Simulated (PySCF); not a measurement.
## Ionisation energy of Pr⁴³⁺ by level of theory

Pr⁴³⁺ [Ne] 3s2 3p4 (3P) → Pr⁴⁴⁺ [Ne] 3s2 3p3 (4S), as a difference of total energies. Calculation: PySCF 2.14, in an even-tempered Gaussian basis (18 s from 8 bohr⁻², ratio 2.5; 12 p from 10 bohr⁻², ratio 2.5; 4 d from 46 bohr⁻², ratio 2.7; 4 f from 68 bohr⁻², ratio 2.7); scalar relativity by spin-free X2C-1e. Correlated levels: outer shells: 1s2 frozen; virtual orbitals above 40 to 60 times the deepest correlated orbital energy dropped. The calculations carry no spin-orbit coupling.

| method | ionisation energy (eV) |
| --- | --- |
| UHF | 3445.0 |
| LDA | 3447.7 |
| PBE | 3448.6 |
| PBE0 | 3448.2 |
| r2SCAN | 3447.9 |
| BLYP | 3448.9 |
| BHandHLYP | 3447.8 |
| MP2 (outer shells) | 3446.1 |
| SCS-MP2 (outer shells) | 3446.1 |

Spin-orbit coupling is strong in these open shells (close to jj coupling). The scalar numbers leave it out and a first-order estimate fails, so it can dominate the gap to the real levels.

The ground level that NIST lists for one species does not belong to the high-spin term computed here, so part of any gap is the choice of state.

Breit and QED terms and the two-electron picture change are absent.

For comparison: 3419 ± 4 eV (theoretical estimate listed by NIST; NIST Atomic Spectra Database, ionization energies).
